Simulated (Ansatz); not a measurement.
The same hydrogen abstraction along the group C, Ge, Sn.

Gas-phase electronic energies from Ansatz, PBE0-D4/def2-TZVP geometries. CCSD(T)/CBS adds triple-zeta CCSD(T) − MP2 to the extrapolated MP2 energy (def2 sets, frozen cores). This one scheme is used for every species, atoms too. DFT in def2-TZVPP. Open shells (•) are unrestricted, without spin–orbit coupling. def2 core potentials past Kr. Bonds to Br, Ge, Sn are less sure, by a few kJ/mol each and by 10 to 20 or more in all where they break to atoms, as the def2 sets lack core-valence functions. Scalar relativity is left out up to krypton.

| reaction | CCSD(T)/CBS(def2) (kcal/mol) |
| --- | --- |
| `CBr` + H• → `[CH2]Br`• + H₂ | -1.3 |
| `[GeH3][Br]` + H• → `[GeH2][Br]`• + H₂ | ? |
| `[Br][SnH3]` + H• → `[Br][SnH2]`• + H₂ | -30.1 |

(1) Fill in the missing values. (Estimate.)

Largest T1 diagnostic: 0.014, for `[CH2]Br`•.

Answers

(1) The calculation gave: `[GeH3][Br]` + H• → `[GeH2][Br]`• + H₂: -20.2 kcal/mol.
